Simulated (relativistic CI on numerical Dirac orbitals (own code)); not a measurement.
Hyperfine structure of Er16+, mass number 167

Computed by Dirac-Coulomb-Breit CI, KLI orbitals optimised for each configuration, model QED (radiative potential, 1s self-energy scaled to tabulated hydrogen-like ionisation energies), unscaled Slater integrals (own radial code, finite nucleus).

Configurations in the expansion (outside the closed core [Ar] 3d10 4p6 4d10): 4s2 4f6, 4s2 4f5 5s, 4s2 4f4 5s2, 4s2 4f5 6s, 4s 4f7, 4f8. Levels of other configurations are missing.

Nuclear spin I = 7/2, μ = -0.5623 μN, Q = 3.57 b (tables of Stone and Pyykkö). The electronic factors are computed for point nuclear moments, without core polarisation or the Bohr-Weisskopf and QED corrections.

| Level | E (eV) | A (MHz) | B (MHz) |
| --- | --- | --- | --- |
| 4s2 4f6 7F_1 | 0.1554 | -47.01 | 2540 |
| 4s2 4f6 7F_2 | 0.3977 | -67.04 | 2730 |
| 4s2 4f6 7F_3 | 0.6818 | -87.7 | 1500 |
| 4s2 4f6 7F_4 | 0.9825 | -107.1 | -912 |
| 4s2 4f6 7F_5 | 1.2845 | -125.2 | -4420 |
| 4s2 4f6 7F_6 | 1.5756 | -142.5 | -8930 |
| 4s2 4f6 5D_1 | 4.2913 | -71.55 | 736 |
| 4s2 4f6 5D_2 | 5.0644 | -96.81 | 230 |

Levels with J = 0, under 50 % of one LS term, or S terms without an open s electron are left out. Small factors come from cancelling terms and can be off by tens of per cent or more.

At this charge transitions that keep the count of f electrons are usually good to a few per cent. Terms inside the open d or f shell come out 10 to 20 % too wide with unscaled integrals. Levels that differ in their count of f electrons can be misplaced by several ten thousand cm⁻¹, since the correlation energy of f electrons is missing or only estimated; rates across such gaps can be off by orders of magnitude.

Problem. Give the hyperfine levels of 4s2 4f6 7F_2 relative to its centre of gravity.

Solution. With K = F(F + 1) − I(I + 1) − J(J + 1), E = AK/2 + B[¾K(K + 1) − I(I + 1)J(J + 1)]/[2I(2I − 1)J(2J − 1)]: F = 3/2: 2067, F = 5/2: 679.7, F = 7/2: -579.5, F = 9/2: -1028, F = 11/2: 213.8 MHz.

LS names give the leading component of a level, which can be under half, so a name can repeat, a term be missing and a line seem to break the LS rules.
